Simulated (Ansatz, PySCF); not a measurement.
Reaction (SMILES): C[SiH](C)OC[SiH3] + C (CH4) + O (H2O) + 2 [SiH4] (SiH4) → CO (CH4O) + 3 C[SiH3] + O[SiH3] [hydroxysilane]
Each molecule is optimised on its own at B3LYP-D3(BJ)/def2-TZVP (Ansatz, an electronic-structure program), one conformer each, not searched for the lowest. Frequencies are from Ansatz or PySCF.

Wanted: bond separation energy (enthalpy at 298 K, with B3LYP-D3(BJ) rigid-rotor harmonic-oscillator terms), in kcal/mol. Cores are frozen in the correlated levels unless marked. Spin-orbit coupling is left out. Non-relativistic. Basis-set limits of correlation are two-point, X^-3; Hartree-Fock from the larger set. [CCSD(T)-MP2]/basis is that difference in the basis named.

```json
[
 {"level": "r2SCAN-D3(BJ)/def2-TZVPD", "program": "Ansatz + dftd3", "bond separation energy (kcal/mol)": "4.4"},
 {"level": "r2SCAN-D4/def2-TZVPD", "program": "Ansatz + dftd4", "bond separation energy (kcal/mol)": "4.4"},
 {"level": "B3LYP/def2-TZVPD", "program": "Ansatz", "bond separation energy (kcal/mol)": "1.8"},
 {"level": "r2SCANh/def2-TZVPD", "program": "Ansatz", "bond separation energy (kcal/mol)": "3.3"},
 {"level": "wB97X-V/def2-TZVPD", "program": "Ansatz", "bond separation energy (kcal/mol)": "4.0"},
 {"level": "MP2/STO-3G", "program": "Ansatz", "bond separation energy (kcal/mol)": "4.8"}
]
```

**Question.** Estimate the value at RI-MP2/CBS(cc-pV(T+d)Z,cc-pV(Q+d)Z)+[CCSD(T)-MP2]/cc-pV(T+d)Z as computed with Ansatz.

**Answer.** 4.2 kcal/mol, so MP2/STO-3G differs from it by 0.6 kcal/mol.
